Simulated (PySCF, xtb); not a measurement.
Si(Cl)2(OH)2 (Cl₂H₂O₂Si), SMILES [Si](Cl)(O)(O)Cl.

GFN2-xTB run with xtb 6.7.1 at its own geometry gives an orbital gap of 7.87 eV and a dipole moment of 3.06 D.

Geometry optimised at PBE0-D3(BJ)/def2-SVP. One conformer was computed; it need not be the lowest.

What does PBE/def2-TZVP (PySCF) give? (Estimate from the structure and the level; the computed values follow.)

gap 6.88 eV (levels -7.70 and -0.81 eV), dipole 1.92 D.
